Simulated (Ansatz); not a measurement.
Basis sets compared for Li₂Cl₂⁺ (the lowest doublet isomer of a short search). The state is a doublet with charge 1. Geometry PBE-D4/def2-TZVP. Ansatz on 4 threads of Arm Neoverse N1 on a shared host; times are rough, and most runs start from earlier orbitals.

Cartesian coordinates in Å:
```
Li 1.662 0.897 -0.038
Li -1.663 -0.893 0.041
Cl -0.389 0.680 -1.090
Cl 0.391 -0.683 1.087
```

In the doublet, Cl3 and Cl4 lie 2.68 Å apart (atoms count from 1), so these atoms are partly bonded to each other. The structure comes from a short search, and lower isomers may exist.

```json
{"level": "PBE-D4/def2-SVP", "functions": "54", "energy (Eh)": "-934.6144", "HOMO (eV)": "-11.76", "LUMO (eV)": "-10.70", "wall time": "1 s"}
{"level": "PBE0-D4/def2-SVP", "functions": "54", "energy (Eh)": "-934.6972", "HOMO (eV)": "-13.28", "LUMO (eV)": "-9.83", "wall time": "1.3 s"}
```

Problem. Estimate the rows for PBE-D4/def2-TZVP, PBE0-D4/def2-TZVP (with forces).

Solution. 
```csv
level,functions,energy (Eh),HOMO (eV),LUMO (eV),wall time
PBE-D4/def2-TZVP,102,-934.9353,-11.84,-10.76,1.6 s
PBE0-D4/def2-TZVP (with forces),102,-935.0130,-13.33,-9.84,3.7 s
```
